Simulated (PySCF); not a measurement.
Working out the electron affinity of Tl

Tl⁻ [Xe] 4f14 5d10 6s2 6p2 (3P) → Tl [Xe] 4f14 5d10 6s2 6p1 (2P). All numbers are calculated (PySCF 2.14, scalar relativity through the core potential, in aug-cc-pVDZ-PP with ECP60MDF (5s4p3d, 32 functions)). Frozen: 5s2 5p6 5d10. Energies in hartree (1 hartree = 27.21139 eV):

| part | Tl⁻ (lower) | Tl (upper) |
| --- | --- | --- |
| UHF | -171.512481 | -171.512521 |
| MP2 opposite-spin | -0.022705 | -0.020045 |
| MP2 same-spin | -0.007326 | -0.002018 |

Q: What does Hartree-Fock give?

A: (-171.512521) − (-171.512481) = -0.000040 hartree = -0.001 eV.

Q: What do MP2 and SCS-MP2 (6/5 opposite-spin, 1/3 same-spin) give?

A: The opposite-spin parts differ by 0.072 eV and the same-spin parts by 0.144 eV. MP2: -0.001 + (0.072) + (0.144) = 0.215 eV. SCS-MP2: -0.001 + 1.2 × (0.072) + (0.144)/3 = 0.133 eV.

Reference: 0.320 eV (measured; photodetachment measurements, as compiled on the Wikipedia data page of electron affinities), between the lowest levels; spin-orbit coupling is absent from the calculation.

A double-zeta basis recovers only part of the correlation energy.

What remains against the reference includes basis incompleteness, the frozen core and correlation beyond second order.
